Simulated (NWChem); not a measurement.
# SnBrF3; SMILES [F][Sn]([F])([F])[Br]

```xyz
5

F     -1.7484     0.2689     1.3187
Sn     0.0000     0.0000     0.5988
F      1.1071     1.3797     1.3187
F      0.6413    -1.6486     1.3187
Br     0.0000     0.0000    -1.8312
```
Atoms are numbered in this order, from 1.

Coordinates come from a PBE0/def2-SVP optimisation. No frequency run checked for a minimum. B3LYP is NWChem's, with the RPA form of VWN correlation. def2 effective core potentials on Sn; no spin-orbit coupling.

### Question
List the 4 lowest vertical singlet excitations from B3LYP/def2-SVPD with def2 effective core potentials on Sn, TDA (NWChem).

### Answer
| state | energy (eV) | oscillator strength | leading excitation (squared amplitude) |
|---|---|---|---|
| S1 | 4.44 | 0.009 | HOMO → LUMO (0.99) |
| S2 | 4.44 | 0.009 | HOMO−1 → LUMO (0.99) |
| S3 | 6.17 | 0.000 | HOMO−3 → LUMO (0.99) |
| S4 | 6.31 | 0.007 | HOMO−4 → LUMO (0.76) |
